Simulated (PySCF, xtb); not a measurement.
C₂H₇ClOSi₂, SMILES O[SiH2]/C(Cl)=C/[SiH3].

GFN2-xTB (xtb 6.7.1) at its own geometry gives an orbital gap of 3.61 eV and a dipole moment of 0.57 D.

Geometry optimised at r2SCAN-D4/def2-SVP. The structure was generated by enumeration; whether it is a known compound was not checked. One conformer was computed; it need not be the lowest.

Task: What does PBE/def2-TZVP run with PySCF give? (An estimate is asked for; the answer gives what the named calculation found.)

Result: gap 4.37 eV (levels -6.72 and -2.35 eV), dipole 0.43 D.
